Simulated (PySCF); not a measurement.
Ge(F)2(Br)(OH) (BrF2GeHO), SMILES [OH][Ge]([Br])([F])[F]. Geometry: PBE0-D3(BJ)/def2-SVP. The structure was generated by enumeration, and PubChem lists no compound with its InChIKey, so it may never have been made. Other conformers were not sampled.

The numbers are results of PBE0-D3(BJ)/def2-SVP (PySCF), not measurements.

Harmonic wavenumbers (cm⁻¹): 92, 154, 168, 235, 247, 259, 353, 727, 762, 785, 903, 3879. Rotational constants (GHz): 3.535, 1.283, 1.271; symmetry number 1.

Problem. Work out the zero-point energy and the ideal-gas rigid-rotor harmonic-oscillator thermochemistry at 298.15 K and 1 atm.

Solution. ZPE = ½ Σ hcν = ½ × 8564 cm⁻¹ = 51.23 kJ/mol. H − E(el) = 72.06 kJ/mol. Entropy in J/(mol K): translation 175.29, rotation 118.88, vibration 66.83, total 361.00. G − E(el) = -35.58 kJ/mol. Cp = 97.16 J/(mol K). Modes under 150 cm⁻¹ make the vibrational entropy uncertain.
